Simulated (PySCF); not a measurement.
CH5S, SMILES C[SH2+], charge +1.

Coordinates come from a B3LYP-D3(BJ)/def2-TZVP optimisation. The isomer is the one that the SMILES or the coordinates give; other isomers of the formula were not compared.

Calculation: CAM-B3LYP/def2-TZVPD (PySCF).

Gas-phase values at a fixed geometry.

Computed frontier levels, gap, dipole moment and polarisability:
```yaml
highest_occupied_level: -17.69 eV
lowest_empty_level: -5.26 eV
orbital_gap: 12.42 eV
dipole_moment_about_the_centre_of_nuclear_charge: 1.25 D
mean_static_polarisability: 29.7 bohr³ (4.40 Å³)
polarisability_principal_values: 26.1, 27.4, 35.6 bohr³
```
